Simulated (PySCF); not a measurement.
# Trend along the chalcogens: MPb molecules

MP2 with triple-zeta basis sets in PySCF, for the lowest determinant that a PBE0 search found; no spin–orbit coupling. De refers to high-spin ground-configuration atoms.

```
 M         basis  reference, frozen orbitals  state (unpaired electrons)  Re (Å)  ωe (cm⁻¹)  De (eV)
 O  x2c-TZVPPall                     RHF, 35      singlet (closed shell)   1.935        726     5.48
 S    def2-TZVPP                      RHF, 9      singlet (closed shell)   2.293        448     4.71
Se    def2-TZVPP                     RHF, 13      singlet (closed shell)   2.405        294     4.40
```

The shortest bond is that of PbO (1.935 Å), the longest that of PbSe (2.405 Å).

The rows differ in basis set, which adds steps of its own.

Down a group the atoms grow and get heavier, so bonds lengthen and wavenumbers fall; this series shows no clear exception.

Correlated steps freeze the inner cores (9 to 35 orbitals); shallow outer-core shells are correlated. Spin–orbit coupling is left out, which matters for elements this heavy, above all for dissociation energies. Where the molecule has an RHF reference, its open-shell atoms are computed with UHF.
